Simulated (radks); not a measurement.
The chlorine anion Cl-, [Ar], held by a Watson sphere: a shell of charge +1 at radius R that stands for the Madelung well of a crystal (potential energy -1/R inside, -1/r outside, in hartree with lengths in bohr). Calculated with a radial shooting solver on a logarithmic mesh with Libxc functionals: non-relativistic Kohn-Sham, LB94 model potential, spin-polarised, spherical densities, point nucleus. Response by self-consistent Sternheimer equations with the Hartree and adiabatic LDA kernel. The sphere does not respond.

R (bohr)	e(2p) (eV)	e(3s) (eV)	e(3p) (eV)	<r> 3p (bohr)	sum of <r^2> (bohr^2)	X-ray form factor at sin(theta)/lambda = 0.2 1/angstrom	alpha (bohr^3)
2.21	-205.51	-24.959	-13.525	1.893	33.35	12.175	18.31
2.41	-205.28	-24.513	-13.134	1.912	34.01	12.138	19.47
3.56	-203.68	-22.364	-11.079	1.981	36.48	12.052	25.72
3.66	-203.54	-22.210	-10.926	1.984	36.61	12.050	26.18
3.69	-203.50	-22.165	-10.881	1.985	36.65	12.049	26.31
3.75	-203.42	-22.075	-10.792	1.987	36.72	12.048	26.58
3.91	-203.20	-21.846	-10.562	1.991	36.90	12.046	27.24
4.08	-202.99	-21.614	-10.330	1.995	37.06	12.044	27.90
